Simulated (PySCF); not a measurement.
**H₂: frontier orbitals**

RHF at R = 0.727 Å; basis H STO-3G; no relativity; PySCF 2.14. State: ¹Σg⁺ (singlet), closed shell. Only the outer orbitals are listed.

| orbital | occ. | ε (eV) | main shells (%) |
| --- | --- | --- | --- |
| σg | 2 | -15.89 | 100 s |
| σu | 0 | 18.63 | 100 s |

Task: Which are the highest filled and the lowest empty level, where do they sit, and how wide is the gap?

Result: Highest filled σg at -15.89 eV (in %: 100 s); lowest empty σu at 18.63 eV (in %: 100 s); the gap at RHF is 34.52 eV. An empty level above zero is unbound, and its energy depends on the basis.

The bond order (Mayer) is 1.00. The ⟨S²⟩ is 0.000.

STO-3G is very small, so such numbers show the basis as much as the molecule.
